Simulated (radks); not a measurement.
Results of a calculation; reference values are marked as such.
Question: Ionisation of the erbium ion Er2+, [Xe] 4f12, to Er3+, [Xe] 4f11, under several functionals. Dirac Kohn-Sham, spin-unpolarised, spherical densities, finite nucleus; open shells are shared between the two j in proportion to 2j + 1; a radial shooting solver on a logarithmic mesh with Libxc functionals. The NIST Atomic Spectra Database gives 22.70 eV (semi-empirical). Rank these functionals by the error of their Delta-SCF ionisation energy: AM05; Wu-Cohen GGA; LDA (Slater exchange, Perdew-Wang correlation); HCTH/407; OLYP.

Answer: From best to worst: Wu-Cohen GGA 26.170 eV (+3.470); AM05 26.200 eV (+3.500); LDA (Slater exchange, Perdew-Wang correlation) 26.464 eV (+3.764); OLYP 26.479 eV (+3.779); HCTH/407 27.056 eV (+4.356). Spin polarisation and multiplet splitting are left out, so open shells lie too high by an amount that depends on their filling. Sharing an open shell by 2j + 1 raises it above the true ground level by a part of the spin-orbit splitting, which enters the differences from NIST.

Beside tabulated values, note that spin-unpolarised runs miss the spin-polarisation part of the exchange energy of open shells.
